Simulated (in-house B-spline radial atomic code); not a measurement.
# Ionising Nd with different functionals

Computed with an all-electron radial atomic-structure program (B-spline basis): scalar-relativistic (spin-free X2C) Hamiltonian, Fermi nucleus of rms radius 4.9123 fm, spin-polarised at highest spin, spherical fractional occupations for the functionals, the average over the highest-spin determinants for Hartree-Fock. The ionisation energy is the difference of two self-consistent energies, [Xe] 4f4 6s2 → [Xe] 4f4 6s1, without Breit or QED terms; ε is the level of the shell that loses the electron (its least bound occupied spin orbital). There is no spin-orbit coupling in this Hamiltonian.

Hybrids are left out here: with spherical fractional occupations of an open shell their exact exchange keeps a self-interaction that integer-occupation calculations don't have.

| method | rung | ΔSCF (eV) | -ε(6s) (eV) |
| --- | --- | --- | --- |
| Hartree-Fock | Hartree-Fock | 4.49 | 4.66 |
| LDA VWN5 | LDA | 5.66 | 3.51 |
| LDA PW92 | LDA | 5.67 | 3.51 |
| LDA exchange-only | LDA | 4.61 | 2.69 |
| PBE | GGA | 5.46 | 3.38 |
| PBEsol | GGA | 5.44 | 3.40 |
| BLYP | GGA | ? | ? |
| RPBE | GGA | 5.42 | 3.33 |
| PW91 | GGA | 5.49 | 3.41 |
| BP86 | GGA | 5.61 | 3.51 |
| AM05 | GGA | 5.38 | 3.33 |
| OLYP | GGA | 5.28 | 3.09 |
| TPSS | meta-GGA | 5.33 | 3.36 |
| SCAN | meta-GGA | 5.10 | 3.36 |
| r2SCAN | meta-GGA | 5.15 | 3.39 |
| revTPSS | meta-GGA | ? | ? |

What does revTPSS give?

ΔSCF 5.34 eV, and -ε(6s) = 3.39 eV.

What does BLYP give?

ΔSCF 5.48 eV, and -ε(6s) = 3.25 eV.

How do they compare with the NIST value?

NIST lists 5.525 eV (measured, ground level to ground level). Errors run from -1.03 to +0.15 eV; PW91 is closest (-0.03 eV), but part of that can be cancellation, since the calculations leave out spin-orbit coupling, Breit-QED terms, multiplet and fine-structure energies. Hartree-Fock also lacks correlation.
